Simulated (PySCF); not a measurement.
# SMILES C#Cc1cccc(O)c1, C₈H₆O

Molfile (atoms numbered from 1):
```
C8H6O
     RDKit          3D

 15 15  0  0  0  0  0  0  0  0999 V2000
    3.4848   -0.8943    0.0468 C   0  0  0  0  0  0  0  0  0  0  0  0
    2.3358   -0.5050    0.0375 C   0  0  0  0  0  0  0  0  0  0  0  0
    0.9824   -0.0449    0.0267 C   0  0  0  0  0  0  0  0  0  0  0  0
    0.6956    1.3254   -0.0682 C   0  0  0  0  0  0  0  0  0  0  0  0
   -0.6308    1.7495   -0.0767 C   0  0  0  0  0  0  0  0  0  0  0  0
   -1.6753    0.8357    0.0073 C   0  0  0  0  0  0  0  0  0  0  0  0
   -1.3952   -0.5324    0.1019 C   0  0  0  0  0  0  0  0  0  0  0  0
   -2.4392   -1.3820    0.1810 O   0  0  0  0  0  0  0  0  0  0  0  0
   -0.0706   -0.9699    0.1116 C   0  0  0  0  0  0  0  0  0  0  0  0
    4.5029   -1.2370    0.0550 H   0  0  0  0  0  0  0  0  0  0  0  0
    1.5146    2.0426   -0.1341 H   0  0  0  0  0  0  0  0  0  0  0  0
   -0.8566    2.8159   -0.1504 H   0  0  0  0  0  0  0  0  0  0  0  0
   -2.7183    1.1571    0.0015 H   0  0  0  0  0  0  0  0  0  0  0  0
   -2.1118   -2.2857    0.2413 H   0  0  0  0  0  0  0  0  0  0  0  0
    0.1580   -2.0366    0.1854 H   0  0  0  0  0  0  0  0  0  0  0  0
  1  2  3  0
  2  3  1  0
  3  4  1  0
  4  5  2  0
  5  6  1  0
  6  7  2  0
  7  8  1  0
  7  9  1  0
  9  3  2  0
  1 10  1  0
  4 11  1  0
  5 12  1  0
  6 13  1  0
  8 14  1  0
  9 15  1  0
M  END
```

Level of theory: TDDFT CAM-B3LYP/aug-cc-pVDZ excited states, vertical, gas phase (PySCF 2.14.0). Geometry: PBE0-D3(BJ)/def2-SVP.

Singlets 6 and 7 lie within 0.01 eV of each other, so their separate moments and overlaps can depend on how they mix.

(1) How strongly do the lowest singlets absorb one photon, and two photons of half the energy?

## Answers

(1) δ for parallel linear polarisation; σ at the peak of a Lorentzian of half width 0.1 eV, single beam; Ω is circular over linear.
```
state  E (eV)      f  photon λ (nm)  δ (au)  σ (GM)     Ω                                  main
   S1    4.78  0.094            518    22.3    0.19  1.49      HOMO→LUMO 0.68, HOMO−1→LUMO 0.13
   S2    5.26  0.177            472    6.75    0.07  0.42      HOMO−1→LUMO 0.52, HOMO→LUMO 0.21
   S3    5.60  0.000            443    0.45    0.01  1.50                      HOMO−2→LUMO 0.87
   S4    5.64  0.000            440    4.74    0.06  1.50  HOMO→LUMO+1 0.78, HOMO−1→LUMO+1 0.11
   S5    6.06  0.002            409    3.72    0.05  1.50  HOMO→LUMO+2 0.61, HOMO−1→LUMO+1 0.18
   S6    6.14  0.364            404    74.6    1.03  1.50    HOMO→LUMO+4 0.59, HOMO−1→LUMO 0.20
```

Among these, the strongest one-photon state is S6, the strongest two-photon state S6, with a dipole change of 0.9 D (relaxed, norm of the difference vector).
